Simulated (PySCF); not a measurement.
Constitutional and geometric isomers with formula C3H3Cl. Isolated molecules, 0 K electronic values unless said otherwise. Strings in code marks are SMILES.

Quantity: electronic energy of isomers of C3H3Cl relative to `C=C=CCl`, in kcal/mol.

Level 1: PBE-D3(BJ)/def2-TZVP // B3LYP-D3(BJ)/def2-TZVP (PySCF)
Level 2: PBE/6-31G* // B3LYP-D3(BJ)/def2-TZVP (PySCF)
Level 3: HF/3-21G // B3LYP-D3(BJ)/def2-TZVP (PySCF)
Level 4: HF/6-31G* // B3LYP-D3(BJ)/def2-TZVP (PySCF)

```csv
species,level 1,level 2,level 3,level 4
`ClC1=CC1`,18.8,17.9,37.7,22.4
`C#CCCl`,6.51,7.78,-5.02,0.21
```
